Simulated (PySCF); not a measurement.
## Os³⁰⁺ (osmium, charge +30) across methods

[Kr] 4d10, closed-shell 1S. Calculation: PySCF 2.14, in an even-tempered Gaussian basis (18 s from 2.5 bohr⁻², ratio 2.5; 12 p from 3.2 bohr⁻², ratio 2.5; 9 d from 3.2 bohr⁻², ratio 2.5; 4 f from 18 bohr⁻², ratio 2.7; 3 g from 27 bohr⁻², ratio 2.7); the non-relativistic Hamiltonian (point nucleus).

| method | E (hartree) | mean ε 4s (eV) | mean ε 4p (eV) | mean ε 4d (eV) | Σ⟨r²⟩ (bohr²) | ⟨S²⟩ |
| --- | --- | --- | --- | --- | --- | --- |
| r2SCAN | -15851.54 | -1507.7 | -1415.1 | -1248.1 | 4.667 | 0.000 |
| MN15 | -15854.69 | -1488.3 | -1406.4 | -1249.9 | 4.662 | 0.000 |
| LDA | -15842.35 | -1497.7 | -1408.1 | -1245.7 | 4.668 | 0.000 |
| UHF | -15849.18097 | -1552.5 | -1453.7 | -1273.3 | 4.669 | 0.000 |
| PBE0 | -15851.13 | -1513.2 | -1420.8 | -1253.3 | 4.666 | 0.000 |
| PBE | -15850.83 | -1499.3 | -1409.1 | -1245.9 | 4.666 | 0.000 |
| M06 | -15851.31 | -1515.8 | -1422.4 | -1253.8 | 4.663 | 0.000 |

A non-relativistic calculation at this Z misses sizeable relativistic shifts. Spin-orbit coupling, which splits the p, d and f shells strongly at this Z, is absent.
